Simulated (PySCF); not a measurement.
C2H8BClSi, SMILES CB(C)[SiH2]Cl.

The structure is a stationary point at PBE0-D3(BJ)/def2-SVP. This is a generated structure with no PubChem entry under its InChIKey; it may be hypothetical. Other conformers were not sampled.

Calculation: PBE/def2-TZVP in PySCF.

Computed frontier levels, gap, dipole moment and polarisability:
```yaml
highest_occupied_level: -6.43 eV
lowest_empty_level: -2.53 eV
orbital_gap: 3.90 eV
dipole_moment: 2.44 D
quadrupole, principal values (traceless, Buckingham form, about the centre of nuclear charge): -1.92, 0.27, 1.65 D·Å
mean_static_polarisability: 81.2 bohr³ (12.04 Å³)
polarisability_principal_values: 64.0, 84.1, 95.5 bohr³
```
